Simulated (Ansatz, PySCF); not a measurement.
The pair A = CHN (SMILES C#N) (first 3 atoms), B = H4OSi (SMILES O[SiH3]); geometry from B3LYP-D3(BJ)/def2-TZVP.
(charge 0, multiplicity 1):
```json
[
 {"atom": "C", "x (Å)": "-1.2417", "y (Å)": "1.0410", "z (Å)": "0.1797"},
 {"atom": "N", "x (Å)": "-1.9882", "y (Å)": "1.3818", "z (Å)": "-0.6216"},
 {"atom": "H", "x (Å)": "-0.5411", "y (Å)": "0.7218", "z (Å)": "0.9316"},
 {"atom": "O", "x (Å)": "0.7474", "y (Å)": "0.1019", "z (Å)": "2.3739"},
 {"atom": "Si", "x (Å)": "0.3084", "y (Å)": "-0.8229", "z (Å)": "3.6877"},
 {"atom": "H", "x (Å)": "1.6667", "y (Å)": "0.3690", "z (Å)": "2.2909"},
 {"atom": "H", "x (Å)": "1.0521", "y (Å)": "-2.1034", "z (Å)": "3.7025"},
 {"atom": "H", "x (Å)": "-1.1365", "y (Å)": "-1.0612", "z (Å)": "3.5161"},
 {"atom": "H", "x (Å)": "0.5724", "y (Å)": "-0.0999", "z (Å)": "4.9528"}
]
```

Cores are frozen in the correlated methods. CBS(a, b) extrapolates the correlation energy as X⁻³ and adds the Hartree–Fock energy of set b. MP2 and its Hartree–Fock in aug-cc-pV(T+d)Z are density fitted.

Programs: Ansatz (Gaussian orbitals); PySCF for the dispersion terms. Values without a source in brackets are computed.

The monomers are drawn apart, rigid, along the line of their centres of mass. Counterpoise-corrected interaction energies (kcal/mol):

```
level                                                                 R = 5.190 Å  R = 6.002 Å
--------------------------------------------------------------------  -----------  -----------
PBE/def2-TZVPPD                                                           -2.4923      -1.2183
PBE-D3(BJ)/def2-TZVPPD                                                    -2.8566      -1.3695
wB97M-V/def2-TZVPPD                                                       -2.7742      -1.3887
MP2/CBS(aug-cc-pV(D+d)Z, aug-cc-pV(T+d)Z) + ΔCCSD(T)/aug-cc-pV(D+d)Z      -2.7840      -1.3759
```

Task: R is the distance of the centres of mass. Find the local exponent m of E ∝ R⁻ᵐ between the two points.

Result: 
m = ln(E₁/E₂)/ln(R₂/R₁): PBE/def2-TZVPPD 4.9; PBE-D3(BJ)/def2-TZVPPD 5.1; wB97M-V/def2-TZVPPD 4.8; MP2/CBS(aug-cc-pV(D+d)Z, aug-cc-pV(T+d)Z) + ΔCCSD(T)/aug-cc-pV(D+d)Z 4.8. For scale, two fixed dipoles give m = 3, dipole and quadrupole 4, quadrupoles 5, and dispersion or dipole-induced dipole 6 at long range; at these distances several terms mix, and what is left of overlap and damping shifts m, so it need not match one of them.

Ansatz is an electronic-structure program.
